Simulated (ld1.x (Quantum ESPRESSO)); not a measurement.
Values are calculated unless marked as measured or tabulated.
## Potentials for Hf compared

Generated with ld1.x 7.5 (TM, RRKJ, ultrasoft, PAW), atompaw 4.2 or ONCVPSP 4.0.1. The cutoff is in Ry: for ld1.x and atompaw files where the sum of valence levels is converged to 10 mRy in a Bessel basis, for ONCV files where the hardest occupied wave has 1 mHa per electron of residual kinetic energy. The error is the largest all-electron minus pseudo excitation energy over each file’s own four to seven test configurations (ionisations up to +4, promotions, holes and added fractions of an electron), all of which were solved. The labels leave out finer settings (local radius, basis sizes, second energies), which also bear on the numbers. Spin-polarised tests are not counted. The rows are a selection from randomly drawn settings: files with unsolved tests, undetermined cutoffs or missed reference levels are left out.

```tsv
potential	cutoff (Ry)	largest error (meV)	bound ghosts
TM semilocal, PBE, scalar-relativistic, rc 2.65/3.55/2.30/3.50 (spdf), local s, core correction no, reference 5d2 6s2 6p0	21	+343	none
TM, LDA (PZ), fully relativistic, rc 2.50/3.25/2.40 (spd), local s, core correction no, reference 5d2 6s2 6p0	21	+283	none
TM semilocal, PBE, scalar-relativistic, rc 2.45/1.25/3.10 (spd), local s, core correction no, reference 5p6 5d2 6s2 6p0	100	-233	none
```

Question: Fill in the row for Hf: PAW, BLYP, scalar-relativistic, rc 2.85/3.95/2.20 (spd), local smoothed, core correction yes, reference 5d2 6s0 6p0.

Answer: cutoff 18 Ry, largest error -185 meV, bound ghosts: none.

Question: Fill in the row for Hf: TM, PBE, scalar-relativistic, rc 2.45/3.85/2.70 (spd), local p, core correction yes, reference 5d2 6s2 6p0.

Answer: cutoff 21 Ry, largest error -352 meV, bound ghosts: none.
